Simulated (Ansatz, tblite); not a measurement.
Cost and result up the ladder for the cluster Au₂S₂⁻ (the lowest doublet isomer of a short search) (4 atoms). Total charge -1; doublet. Geometry: PBE-D4/def2-SVPD.

```xyz
4

Au    1.335    2.219   -0.815
Au   -0.395   -0.745    0.267
S    -0.180   -2.905    0.867
S    -0.760    1.432   -0.319
```

Ansatz on 4 threads of Arm Neoverse V1 on a shared host; xTB runs through tblite on one thread. Times are rough, summed over both states, and most runs start from the orbitals of an earlier one. PBE0-D4/def2-TZVPD serves as the yardstick here, not as an exact answer. The other state is a triplet.

In the def2 sets Au takes a core potential; there is no spin–orbit coupling. The xTB rows come from tblite. The structure comes from a short search, and lower isomers may exist.

Raw xTB energies of ions are shifted by several eV, and xTB has no spin-polarisation term.

```json
{"level": "GFN1-xTB", "functions": "36", "wall time": "0.011 s", "vertical IE (eV)": "7.77", "difference from PBE0-D4/def2-TZVPD (eV)": "4.54"}
{"level": "GFN2-xTB", "functions": "36", "wall time": "0.02 s", "vertical IE (eV)": "7.99", "difference from PBE0-D4/def2-TZVPD (eV)": "4.76"}
{"level": "PBE-D4/def2-TZVPD", "functions": "178", "wall time": "8.8 s", "vertical IE (eV)": "3.24", "difference from PBE0-D4/def2-TZVPD (eV)": "0.01"}
{"level": "r2SCAN-D4/def2-TZVPD", "functions": "178", "wall time": "23 s", "vertical IE (eV)": "3.21", "difference from PBE0-D4/def2-TZVPD (eV)": "-0.03"}
{"level": "PBE0-D4/def2-TZVPD (with forces)", "functions": "178", "wall time": "23 s", "vertical IE (eV)": "3.23", "difference from PBE0-D4/def2-TZVPD (eV)": "0.00"}
```
